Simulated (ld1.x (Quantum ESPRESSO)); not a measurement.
## What one change does to a pseudopotential (Cd (Z = 48), TM)

- Element: Cd
- Generator: ld1.x (Quantum ESPRESSO) 7.5
- Type: norm-conserving Troullier–Martins (Kleinman–Bylander form)
- Functional: PBE
- Relativity: scalar-relativistic
- Frozen core: [Kr]
- Valence charge: 12
- Reference configuration: 4d10 5s2 5p0
- Partial waves: 5s (bound): rc 2.60 bohr; 5p (bound, empty): rc 3.55 bohr; 4d (bound): rc 1.85 bohr
- Local potential: all-electron potential smoothed inside 1.85 bohr (lloc = -1)
- Core correction: Bessel-smoothed model core inside 0.90 bohr

Change: wave 5p (bound): rc 3.55 bohr becomes 5p (bound): rc 5.08 bohr.

Cutoffs: the cutoffs (Ry, on a coarse ladder) from which the occupation-weighted sum of valence levels, in a spherical-Bessel basis at the reference potential, stays within 10 and 1 mRy of its value at 400 Ry; they do not see the model core or the augmentation charge, which bear on the density cutoff. Errors are all-electron minus pseudo energies relative to the spin-unpolarised reference configuration.

How do hardness, ghosts and transferability respond?

The potential gets neither clearly harder nor softer (70 Ry and 100 Ry → 70 Ry and 100 Ry); both files keep a bound ghost (s); of the 7 tests that both files solve, the error grows in 2 and shrinks in 1 by more than 15 % and 0.3 meV (median size 41.2 → 55.7 meV).

```csv
quantity,base,changed
"cutoff, loose",70 Ry,70 Ry
"cutoff, tight",100 Ry,100 Ry
bound ghosts,s,s
"error for 4d10 5s1 5p0, meV [ΔE 9.27 eV]",-8.9,-8.9
"error for 4d10 5s0 5p0, meV [ΔE 26.40 eV]",-41,-41
"error for 4d9 5s0 5p0, meV [ΔE 64.41 eV]",-131,-131
"error for 4d10 5s0 5p2, meV [ΔE 9.67 eV]",+13,+47
"error for 4d9 5s2 5p1, meV [ΔE 12.65 eV]",-116,-71
"error for 4d8 5s0 5p0, meV [ΔE 118.47 eV]",-537,-537
"error for 4d10 5s0 5p1, meV [ΔE 15.05 eV]",+15,+56
```

Changed file: These tests converged, but a pseudo level misses the all-electron one widely, so the file describes the atom poorly there or has found another state: 4d9 5s0 5p0: empty 5s by 4.5 eV (a node warning on the way); 4d8 5s0 5p0: empty 5p by 4.5 eV. A true bound ghost makes a file unfit for plane-wave use even where its test errors are small: the radial tests pick states by their node count and pass the ghost by.
